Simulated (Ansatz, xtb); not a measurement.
**Two isomers of C2HSe**

Structure X is `[C]1=C[Se]1`, a doublet and structure Y is `C#C[Se]`, a doublet. Both are isolated molecules in the gas phase, relaxed with B3LYP-D3(BJ)/6-311G**.

Which of the two would you expect CCSD(T)/def2-TZVP electronic energies to favour?

Structure Y; the calculation gives E(Y) − E(X) = −26.7 kcal/mol.

Level by level:

```json
{"level": "GFN2-xTB", "geometry": "GFN2-xTB", "E(Y) − E(X) (kcal/mol)": "−37.0", "departure from the last row (kcal/mol)": "−10.3", "job, with rough time for the two": "optimisation, 0.11 s"}
{"level": "HF/STO-3G", "geometry": "GFN2-xTB", "E(Y) − E(X) (kcal/mol)": "−48.4", "departure from the last row (kcal/mol)": "−21.7", "job, with rough time for the two": "single point, 0.88 s"}
{"level": "r2SCAN-D4/def2-SVP", "geometry": "GFN2-xTB", "E(Y) − E(X) (kcal/mol)": "−29.4", "departure from the last row (kcal/mol)": "−2.7", "job, with rough time for the two": "single point, 2.9 s"}
{"level": "B3LYP-D3(BJ)/6-311G**", "geometry": "B3LYP-D3(BJ)/6-311G**", "E(Y) − E(X) (kcal/mol)": "−29.4", "departure from the last row (kcal/mol)": "−2.7", "job, with rough time for the two": "optimisation, 2 min"}
{"level": "HF/def2-TZVP", "geometry": "B3LYP-D3(BJ)/6-311G**", "E(Y) − E(X) (kcal/mol)": "−32.6", "departure from the last row (kcal/mol)": "−5.9", "job, with rough time for the two": "part of the CCSD(T) run"}
{"level": "MP2/def2-TZVP", "geometry": "B3LYP-D3(BJ)/6-311G**", "E(Y) − E(X) (kcal/mol)": "−23.0", "departure from the last row (kcal/mol)": "+3.7", "job, with rough time for the two": "part of the CCSD(T) run"}
{"level": "CCSD(T)/def2-TZVP", "geometry": "B3LYP-D3(BJ)/6-311G**", "E(Y) − E(X) (kcal/mol)": "−26.7", "departure from the last row (kcal/mol)": "", "job, with rough time for the two": "single point, 44 s"}
```

As drawn, Y has 1 C≡C in place of 1 C=C, 1 C–Se. Structure X has a 3-membered ring, Y no ring.

The levels shown agree on the order. The largest departure from CCSD(T)/def2-TZVP is that of HF/STO-3G, 21.7 kcal/mol.

With harmonic frequencies from B3LYP-D3(BJ)/6-311G** (ideal gas, rigid rotor, one conformer each, 298.15 K, 1 atm): on the last row, ΔE + ΔZPE = −26.1, ΔH = −26.0, ΔG = −24.8 kcal/mol.

Open shells are spin-unrestricted, with notable spin contamination under HF/STO-3G, HF/def2-TZVP, MP2/def2-TZVP, CCSD(T)/def2-TZVP. The correlated steps freeze 11 core orbitals; the filled d shell of Se is correlated, in a basis made for valence electrons. Programs: Ansatz 0.2.0, xtb 6.7.1; the last row on 2 threads of Arm Neoverse V2 on a shared host.
